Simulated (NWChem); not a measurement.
System: C5H5N; SMILES C#C/C=N/C=C

NWChem input:

```
start job
memory heap 200 mb stack 900 mb global 1100 mb
geometry units angstroms noautoz
  C      0.331413     3.091437     0.000000
  C     -0.023096     1.933913     0.000000
  C     -0.513370     0.596384     0.000000
  N      0.274299    -0.422175     0.000000
  C     -0.318446    -1.683670     0.000000
  C      0.426838    -2.797253     0.000000
  H      0.671051     4.102392     0.000000
  H     -1.608787     0.486402     0.000000
  H     -1.413496    -1.742191     0.000000
  H     -0.031205    -3.780791     0.000000
  H      1.510452    -2.734667     0.000000
end
basis spherical
  C library pcseg-1
  N library pcseg-1
  H library pcseg-1
end
dft
  xc b3lyp
  iterations 150
  mulliken
end
task dft energy
```

Output (shortened):

```
             Northwest Computational Chemistry Package (NWChem) 7.3.0
             --------------------------------------------------------

 CS  symmetry detected

                             Geometry "geometry" -> ""
                             -------------------------

 Output coordinates in angstroms (scale by  1.889725989 to convert to a.u.)

  No.       Tag          Charge          X              Y              Z
 ---- ---------------- ---------- -------------- -------------- --------------
    1 C                    6.0000     0.33087712     3.08506066     0.00000000
    2 C                    6.0000    -0.02761009     1.92876253     0.00000000
    3 C                    6.0000    -0.52248046     0.59292732     0.00000000
    4 N                    7.0000     0.26168142    -0.42833417     0.00000000
    5 C                    6.0000    -0.33539790    -1.68778348     0.00000000
    6 C                    6.0000     0.40605249    -2.80392265     0.00000000
    7 H                    1.0000     0.67398942     4.09484179     0.00000000
    8 H                    1.0000    -1.61826918     0.48671271     0.00000000
    9 H                    1.0000    -1.43064266    -1.74253865     0.00000000
   10 H                    1.0000    -0.05536983    -3.78587980     0.00000000
   11 H                    1.0000     1.48987529    -2.74506318     0.00000000

 Effective nuclear repulsion energy (a.u.)     180.6125533202

      Symmetry information
      --------------------

 Group name             Cs
 Group number              2
 Group order               2
 No. of unique centers    11

                                 NWChem DFT Module
                                 -----------------

 Summary of "ao basis" -> "ao basis" (spherical)
 ------------------------------------------------------------------------------
       Tag                 Description            Shells   Functions and Types
 ---------------- ------------------------------  ------  ---------------------
 C                          pcseg-1                  6       14   3s2p1d
 N                          pcseg-1                  6       14   3s2p1d
 H                          pcseg-1                  3        5   2s1p

      Symmetry analysis of basis
      --------------------------

        a'         80
        a"         29

            General Information
            -------------------
          SCF calculation type: DFT
          Wavefunction type:  closed shell.
          No. of atoms     :    11
          No. of electrons :    42
           Alpha electrons :    21
            Beta electrons :    21
          Charge           :     0
          Spin multiplicity:     1
          Use of symmetry is: on ; symmetry adaption is: on
          Maximum number of iterations: 150
          AO basis - number of functions:   109
                     number of shells:    51
          Convergence on energy requested:  1.00D-06
          Convergence on density requested:  1.00D-05
          Convergence on gradient requested:  5.00D-04

              XC Information
              --------------
                         B3LYP Method XC Potential
                     Hartree-Fock (Exact) Exchange  0.200
                        Slater Exchange Functional  0.800 local
                    Becke 1988 Exchange Functional  0.720 non-local
              Lee-Yang-Parr Correlation Functional  0.810
                  VWN I RPA Correlation Functional  0.190 local

             Grid Information
             ----------------
          Grid used for XC integration:  medium
          Radial quadrature: Mura-Knowles
          Angular quadrature: Lebedev.
          Tag              B.-S. Rad. Rad. Pts. Rad. Cut. Ang. Pts.
          ---              ---------- --------- --------- ---------
          C                   0.70       49          15.0       434
          N                   0.65       49          12.0       434
          H                   0.35       45          15.0       434
          Grid pruning is: on
          Number of quadrature shells:   519
          Spatial weights used:  Erf1

      Superposition of Atomic Density Guess
      -------------------------------------

 Sum of atomic energies:        -245.02735697

      Non-variational initial energy
      ------------------------------

 Total energy =    -248.477640
 1-e energy   =    -685.399032
 2-e energy   =     256.308839
 HOMO         =      -0.286356
 LUMO         =      -0.086914

      Symmetry analysis of molecular orbitals - initial
      -------------------------------------------------

  Numbering of irreducible representations:

     1 a'          2 a"

  Orbital symmetries:

     1 a'          2 a'          3 a'          4 a'          5 a'
     6 a'          7 a'          8 a'          9 a'         10 a'
    11 a'         12 a'         13 a'         14 a'         15 a"
    16 a'         17 a'         18 a"         19 a'         20 a'
    21 a"         22 a"         23 a'         24 a"         25 a'
    26 a'         27 a'         28 a"         29 a'         30 a'
    31 a'

     ---------------------------------------------
      Total Density - Mulliken Population Analysis
     ---------------------------------------------

    Atom       Charge   Shell Charges
 -----------   ------   -------------------------------------------------------
    1 C    6     6.33   2.00  0.80  0.83  1.92  0.74  0.03
    2 C    6     5.83   2.00  0.82  0.44  1.98  0.56  0.04
    3 C    6     5.69   2.00  0.78  0.40  1.76  0.69  0.06
    4 N    7     7.64   2.00  0.89  0.79  2.44  1.48  0.03
    5 C    6     5.93   2.00  0.80  0.42  1.88  0.78  0.06
    6 C    6     6.33   2.00  0.81  0.42  2.07  1.01  0.02
    7 H    1     0.85   0.64  0.19  0.02
    8 H    1     0.86   0.70  0.15  0.02
    9 H    1     0.87   0.70  0.15  0.02
   10 H    1     0.83   0.69  0.12  0.02
   11 H    1     0.84   0.69  0.13  0.02

   convergence    iter        energy       DeltaE   RMS-Dens  Diis-err
 ---------------- ----- ----------------- --------- --------- ---------
 d= 0,ls=0.0,diis     1   -248.0503585687 -4.29D+02  1.29D-02  6.56D-01
 d= 0,ls=0.0,diis     2   -248.0205346420  2.98D-02  8.10D-03  9.13D-01
 d= 0,ls=0.0,diis     3   -248.1141845863 -9.36D-02  2.89D-03  1.64D-01
 d= 0,ls=0.0,diis     4   -248.1336710601 -1.95D-02  8.65D-04  1.29D-02
 d= 0,ls=0.0,diis     5   -248.1350570396 -1.39D-03  3.08D-04  1.91D-03
  Resetting Diis
 d= 0,ls=0.0,diis     6   -248.1352441060 -1.87D-04  1.38D-04  3.69D-04
 d= 0,ls=0.0,diis     7   -248.1352936303 -4.95D-05  9.53D-05  2.43D-05
 d= 0,ls=0.0,diis     8   -248.1352819901  1.16D-05  6.39D-05  1.14D-04
 d= 0,ls=0.0,diis     9   -248.1352967137 -1.47D-05  7.20D-06  1.10D-06
 d= 0,ls=0.0,diis    10   -248.1352968423 -1.29D-07  2.32D-06  1.40D-07

         Total DFT energy =     -248.135296842324
      One electron energy =     -690.422299721213
           Coulomb energy =      297.430615688179
    Exchange-Corr. energy =      -35.756166129515
 Nuclear repulsion energy =      180.612553320226

 Numeric. integr. density =       42.000000178769

                  Occupations of the irreducible representations
                  ----------------------------------------------

                     irrep           alpha         beta
                     --------     --------     --------
                     a'               18.0         18.0
                     a"                3.0          3.0

                       DFT Final Molecular Orbital Analysis
                       ------------------------------------

 Vector   19  Occ=2.000000D+00  E=-3.010696D-01  Symmetry=a'
              MO Center=  1.4D-01,  2.4D+00, -5.1D-16, r^2= 1.9D+00
   Bfn.  Coefficient  Atom+Function         Bfn.  Coefficient  Atom+Function
  ----- ------------  ---------------      ----- ------------  ---------------
     4      0.419770   1 C  px               18      0.403765   2 C  px
     7      0.235342   1 C  px               21      0.202932   2 C  px
    19     -0.140631   2 C  py                5     -0.132177   1 C  py
    22     -0.110872   2 C  py               45     -0.098945   4 N  s
    47     -0.086918   4 N  py               90      0.081448   8 H  s

 Vector   20  Occ=2.000000D+00  E=-2.826999D-01  Symmetry=a'
              MO Center=  1.3D-01, -3.9D-01, -1.3D-15, r^2= 1.9D+00
   Bfn.  Coefficient  Atom+Function         Bfn.  Coefficient  Atom+Function
  ----- ------------  ---------------      ----- ------------  ---------------
    46      0.519681   4 N  px               49      0.381228   4 N  px
    45      0.237912   4 N  s                90      0.196825   8 H  s
    95      0.174011   9 H  s                91      0.161572   8 H  s
    17     -0.157315   2 C  s                44      0.157823   4 N  s
    32     -0.146493   3 C  px               96      0.144720   9 H  s

 Vector   21  Occ=2.000000D+00  E=-2.525439D-01  Symmetry=a"
              MO Center=  9.5D-02, -5.2D-01,  1.1D-14, r^2= 6.2D+00
   Bfn.  Coefficient  Atom+Function         Bfn.  Coefficient  Atom+Function
  ----- ------------  ---------------      ----- ------------  ---------------
    76      0.351687   6 C  pz                6      0.270073   1 C  pz
    62      0.261322   5 C  pz               79      0.251347   6 C  pz
    34     -0.249004   3 C  pz               48     -0.224716   4 N  pz
    37     -0.187202   3 C  pz                9      0.174370   1 C  pz
    20      0.169288   2 C  pz               51     -0.169393   4 N  pz

 Vector   22  Occ=0.000000D+00  E=-8.047099D-02  Symmetry=a"
              MO Center=  3.0D-02,  1.2D-01,  8.9D-15, r^2= 5.7D+00
   Bfn.  Coefficient  Atom+Function         Bfn.  Coefficient  Atom+Function
  ----- ------------  ---------------      ----- ------------  ---------------
    37      0.370383   3 C  pz               34      0.365584   3 C  pz
    79      0.344805   6 C  pz               51     -0.332734   4 N  pz
     9     -0.329740   1 C  pz               48     -0.318381   4 N  pz
    76      0.293001   6 C  pz                6     -0.285300   1 C  pz
    65     -0.175189   5 C  pz               23      0.147479   2 C  pz

 Vector   23  Occ=0.000000D+00  E= 1.663702D-02  Symmetry=a'
              MO Center= -1.5D-01,  1.9D+00, -4.2D-16, r^2= 4.4D+00
   Bfn.  Coefficient  Atom+Function         Bfn.  Coefficient  Atom+Function
  ----- ------------  ---------------      ----- ------------  ---------------
    21      0.682915   2 C  px               91      0.622452   8 H  s
     7     -0.597052   1 C  px               18      0.380436   2 C  px
    45     -0.372798   4 N  s                 4     -0.357079   1 C  px
     8      0.353244   1 C  py               96      0.306089   9 H  s
     3     -0.290868   1 C  s                35      0.262362   3 C  px

 Vector   24  Occ=0.000000D+00  E= 2.537268D-02  Symmetry=a"
              MO Center= -1.5D-02, -1.3D+00, -1.2D-14, r^2= 4.6D+00
   Bfn.  Coefficient  Atom+Function         Bfn.  Coefficient  Atom+Function
  ----- ------------  ---------------      ----- ------------  ---------------
    65      0.737427   5 C  pz               79     -0.606624   6 C  pz
    62      0.449551   5 C  pz               51     -0.421586   4 N  pz
    76     -0.314295   6 C  pz               48     -0.286913   4 N  pz
     9     -0.253140   1 C  pz               23      0.215222   2 C  pz
    20      0.165797   2 C  pz                6     -0.152613   1 C  pz

     ---------------------------------------------
      Total Density - Mulliken Population Analysis
     ---------------------------------------------

    Atom       Charge   Shell Charges
 -----------   ------   -------------------------------------------------------
    1 C    6     6.40   1.99  0.73  0.84  2.05  0.75  0.02
    2 C    6     5.59   1.99  0.77  0.36  2.09  0.34  0.03
    3 C    6     6.02   1.99  0.76  0.41  2.10  0.70  0.06
    4 N    7     7.32   2.00  0.87  0.78  2.41  1.23  0.04
    5 C    6     6.01   1.99  0.76  0.38  2.10  0.72  0.05
    6 C    6     6.07   1.99  0.75  0.36  2.10  0.83  0.03
    7 H    1     0.94   0.75  0.17  0.02
    8 H    1     0.91   0.77  0.13  0.02
    9 H    1     0.95   0.78  0.15  0.02
   10 H    1     0.90   0.77  0.11  0.02
   11 H    1     0.89   0.76  0.11  0.02

     -------------------------------------------
      Total Density - Lowdin Population Analysis
     -------------------------------------------

    Atom       Charge   Shell Charges
 -----------   ------   -------------------------------------------------------
    1 C    6     6.06   1.98  0.59  0.40  1.88  1.16  0.05
    2 C    6     6.04   1.98  0.59  0.36  1.92  1.11  0.07
    3 C    6     5.98   1.98  0.56  0.34  1.93  1.03  0.14
    4 N    7     7.10   1.99  0.74  0.52  2.28  1.50  0.07
    5 C    6     6.03   1.98  0.56  0.34  1.93  1.08  0.13
    6 C    6     6.09   1.99  0.57  0.38  1.92  1.17  0.07
    7 H    1     0.92   0.63  0.24  0.06
    8 H    1     0.95   0.66  0.24  0.05
    9 H    1     0.96   0.67  0.25  0.05
   10 H    1     0.93   0.66  0.23  0.05
   11 H    1     0.93   0.65  0.23  0.05

     Multipole analysis of the density
     ---------------------------------

     L   x y z        total         alpha         beta         nuclear
     -   - - -        -----         -----         ----         -------
     0   0 0 0     -0.000000    -21.000000    -21.000000     42.000000

     1   1 0 0     -0.547279     -0.273640     -0.273640     -0.000000
     1   0 1 0      0.046139      0.023070      0.023070     -0.000000
     1   0 0 1      0.000000      0.000000      0.000000      0.000000

     2   2 0 0    -25.998551    -34.042698    -34.042698     42.086846
     2   1 1 0      1.324317      0.105030      0.105030      1.114258
     2   1 0 1      0.000000      0.000000      0.000000      0.000000
     2   0 2 0    -18.870435   -346.888122   -346.888122    674.905809
     2   0 1 1     -0.000000     -0.000000     -0.000000      0.000000
     2   0 0 2    -28.651200    -14.325600    -14.325600      0.000000
```

Level: B3LYP/pcseg-1. Structure relaxed at the B3LYP/6-31G* (spherical d) level.
